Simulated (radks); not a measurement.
Effect of the nuclear size on the fluorine ion F5+, [He] 2s2. All-electron calculation, Dirac Kohn-Sham, exchange-only LDA, spin-unpolarised, spherical densities, finite nucleus; Fermi nuclear charge, rms radius 2.8976 fm. Program: a radial shooting solver on a logarithmic mesh with Libxc functionals. The rms radius is varied about that value; shifts are against it.

rms radius (fm)  total energy shift (eV)  density at nucleus (e/bohr^3)  1s1/2 shift (meV)
2.3355                         -0.000257                          476.1             -0.098
2.6426                         -0.000123                          475.7             -0.047
2.8976                                 0                          475.5              0.000
3.1874                          0.000153                          475.2              0.059
3.4858                          0.000326                            475              0.125

Slopes of the eigenvalues against <r^2> in GHz/fm^2, as finite differences over the two radii next to the reference (eigenvalue slopes, not the field-shift constants of lines): 1s1/2 8.07.
